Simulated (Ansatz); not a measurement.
A run for Ansatz (a program for electronic structure): U-CCSD(T)/def2-TZVPP on H3OSb (SMILES [OH][SbH2]), a point of a bond scan (R = 2.599 Å). Elements past Kr take the def2 small-core potentials; no spin–orbit coupling. The run froze 10 orbitals, filled d shells among them.

Ansatz 0.2 input:
```yaml
crystal:
  periodic: [false, false, false]
  atoms:
    - {symbol: Sb, position_ang: [-0.13991851, -0.18850357, 0.17284294]}
    - {symbol: H, position_ang: [-1.57925916, -0.00123820, -0.74909475]}
    - {symbol: H, position_ang: [0.34632779, -1.50101127, -0.82596986]}
    - {symbol: O, position_ang: [0.87678159, 1.17036346, -0.87102850]}
    - {symbol: H, position_ang: [2.16668240, 2.74354635, 0.74716517]}
basis:
  gaussian:
    orbitals: def2-TZVPP
correlation: {method: ccsd_t, electrons: outside_noble_gas}
scf: {omitted_lower_state_checks: [cluster_reference]}
magnetization: {spin_polarized: true, initial_magnetization: 0}
```

The log:

```
WARN ansatz: RAYON_NUM_THREADS=1 ignored (pool sized by the plan → 1); use --threads N
Functional definition: HF
these checks for a lower state are left out or cut short: cluster_reference
integrals: 0.32 GiB planned
875 factors; integrals over basis functions are off by at most 1.7e-3 eV
mean field: 0.36 GiB planned
mean field evaluation 1: about -8578.9577 eV, gradient 3.7e1 eV
mean field evaluation 2: about -8578.9629 eV, gradient 3.7e1 eV
mean field evaluation 4: about -8587.0156 eV, gradient 4.5e0 eV
mean field evaluation 8: about -8587.6165 eV, gradient 2.7e-1 eV
mean field evaluation 16: about -8587.6133 eV, gradient 1.2e-2 eV
mean field evaluation 32: about -8592.2723 eV, gradient 1.5e-5 eV
mean field evaluation 64: about -8592.1839 eV, gradient 3.0e-1 eV
mean field evaluation 96: about -8589.2282 eV, gradient 7.9e0 eV
mean field evaluation 128: about -8587.6113 eV, gradient 4.1e-1 eV
mean field -8592.27233481 eV, -315.7601842530 hartree, gradient 1.0e-6 eV, S^2 1.003062; 9 other end points of the search recorded, 0 dependent functions left out
10 core orbitals not correlated
reference -8592.27233481 eV, -315.7601842530 hartree; 7, 7 occupied and 106, 106 virtual orbitals, 875 factors
second order -8.61288469 eV of doubles, -0.00000000 eV of singles
coupled cluster: 0.76 GiB planned
cycle   1  -9.11846133 eV  change   -5.1e-1 eV  update   8.7e-2
cycle   2  -9.40987549 eV  change   -2.9e-1 eV  update   3.2e-2
cycle   3  -9.50714577 eV  change   -9.7e-2 eV  update   2.5e-2
cycle   4  -9.51604516 eV  change   -8.9e-3 eV  update   1.4e-2
cycle   5  -9.52649672 eV  change   -1.0e-2 eV  update   9.1e-3
cycle   6  -9.53640340 eV  change   -9.9e-3 eV  update   5.2e-3
cycle   7  -9.53665436 eV  change   -2.5e-4 eV  update   2.6e-3
cycle   8  -9.53869116 eV  change   -2.0e-3 eV  update   1.9e-3
cycle   9  -9.53883694 eV  change   -1.5e-4 eV  update   1.3e-3
cycle  10  -9.53852451 eV  change    3.1e-4 eV  update   9.1e-4
cycle  11  -9.53909956 eV  change   -5.8e-4 eV  update   5.6e-4
cycle  12  -9.53938513 eV  change   -2.9e-4 eV  update   3.5e-4
cycle  13  -9.53947840 eV  change   -9.3e-5 eV  update   2.2e-4
cycle  14  -9.53946430 eV  change    1.4e-5 eV  update   1.7e-4
cycle  15  -9.53936742 eV  change    9.7e-5 eV  update   1.3e-4
cycle  16  -9.53939195 eV  change   -2.5e-5 eV  update   1.1e-4
cycle  17  -9.53946867 eV  change   -7.7e-5 eV  update   7.7e-5
cycle  18  -9.53948414 eV  change   -1.5e-5 eV  update   4.0e-5
cycle  19  -9.53947268 eV  change    1.1e-5 eV  update   2.2e-5
cycle  20  -9.53946087 eV  change    1.2e-5 eV  update   1.2e-5
coupled cluster: 0.77 GiB planned
perturbative correction -0.34322030 eV, -0.0126131134 hartree
Total energy: -8602.15501598 eV, -316.1233660872 hartree
Checks for a lower state left out: cluster_reference
```

The run converged. Its determinant has ⟨S²⟩ = 1.00, a mixture of spin states.

Cost: about 29 core-seconds (a rough figure).
